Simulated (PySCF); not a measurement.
A structure optimised at PBE-D3(BJ)/def2-SVPD, used in a PySCF frequency run:

```xyz
4

Pb     0.0000     0.0000     0.8655
I      2.3243     1.3419    -0.4464
I     -2.3243     1.3419    -0.4464
I      0.0000    -2.6838    -0.4464
```
Charge -1, spin multiplicity 1.

### Question
Write its SMILES, formula and point group.

### Answer
[I][Pb-]([I])[I], I3Pb, C3v

### Question
What are its rotational constants (standard atomic weights)?

### Answer
0.31546, 0.31546, 0.18429 GHz
